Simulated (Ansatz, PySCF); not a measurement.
Input for PySCF:
```python
from pyscf import gto, scf, dft

mol = gto.M(
    atom='''
Ir    0.00000000    0.00000000    0.00000000
''',
    basis='def2-tzvp',
    ecp={'Ir': 'def2-tzvp'},
    spin=3,
    verbose=3,
)

mf = dft.UKS(mol)
mf.xc = 'wb97x_v'
mf.grids.atom_grid = (99, 590)
mf.grids.prune = None
mf.kernel()
```

Problem. Convert this to an input for Ansatz (a first-principles code).

Solution. Several could match; the one computed here: 
Ansatz 0.2 input:
```yaml
crystal:
  periodic: [false, false, false]
  atoms:
    - {symbol: Ir, position_ang: [0.00000000, 0.00000000, 0.00000000]}
basis:
  gaussian:
    orbitals: def2-TZVP
hamiltonian:
  xc: {name: wB97X-V}
magnetization: {spin_polarized: true, initial_magnetization: 3}
accuracy: high
```

Both were run: PySCF gave -104.186243 Eh and Ansatz -104.186243 Eh, 0.000 mEh apart.
